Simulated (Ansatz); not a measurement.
Cd₄S₅. The state is a singlet with charge 0. Geometry PBE-D4/def2-SVP.

Cartesian coordinates in Å:
```
Cd 2.709 0.979 0.284
Cd -0.187 2.216 -0.512
Cd -1.130 0.917 1.787
Cd 1.292 0.973 -3.095
S 0.728 -0.669 2.506
S 0.580 -1.539 -0.830
S 0.082 -2.061 1.051
S -1.468 -0.233 -1.402
S -2.605 -0.583 0.211
```

In the def2 sets Cd takes a core potential; there is no spin–orbit coupling. The restricted singlet is unstable towards broken spin symmetry in Hartree–Fock (as tested in another run); at PBE-D4/def2-TZVP, revPBE-D4/def2-TZVP, r2SCAN-D4/def2-TZVP, PBE0-D4/def2-SVP and others this wasn't settled. Another isomer (singlet) lies 3.19 eV lower at PBE0-D4/def2-TZVP; other spin states weren't run for this one.

Estimate the orbital energies around the gap (eV) in Ansatz with PBE-D4/def2-TZVP, revPBE-D4/def2-TZVP, r2SCAN-D4/def2-TZVP, PBE0-D4/def2-SVP, BHLYP-D4/def2-TZVP.


```csv
orbital,PBE-D4/def2-TZVP,revPBE-D4/def2-TZVP,r2SCAN-D4/def2-TZVP,PBE0-D4/def2-SVP,BHLYP-D4/def2-TZVP
HOMO−13,-10.33,-10.24,-10.76,-11.79,-12.76
HOMO−12,-9.91,-9.82,-10.30,-11.35,-12.36
HOMO−11,-9.54,-9.45,-9.92,-10.95,-12.00
HOMO−10,-9.24,-9.16,-9.61,-10.55,-11.48
HOMO−9,-8.70,-8.62,-9.04,-9.96,-10.91
HOMO−8,-7.81,-7.72,-8.12,-9.00,-9.93
HOMO−7,-7.50,-7.40,-7.74,-8.55,-9.41
HOMO−6,-6.78,-6.69,-7.03,-7.81,-8.67
HOMO−5,-6.42,-6.33,-6.67,-7.41,-8.22
HOMO−4,-6.26,-6.17,-6.49,-7.18,-7.96
HOMO−3,-5.96,-5.87,-6.19,-6.91,-7.65
HOMO−2,-5.75,-5.65,-5.92,-6.48,-7.24
HOMO−1,-5.54,-5.44,-5.73,-6.34,-6.96
HOMO,-5.02,-4.92,-5.18,-5.65,-6.21
LUMO,-3.75,-3.65,-3.76,-3.22,-2.66
LUMO+1,-3.29,-3.21,-3.32,-2.68,-1.82
LUMO+2,-2.56,-2.45,-2.46,-1.73,-1.11
LUMO+3,-2.36,-2.24,-2.24,-1.70,-0.96
LUMO+4,-2.12,-2.01,-2.01,-1.49,-0.72
LUMO+5,-2.01,-1.89,-1.88,-1.26,-0.57
```
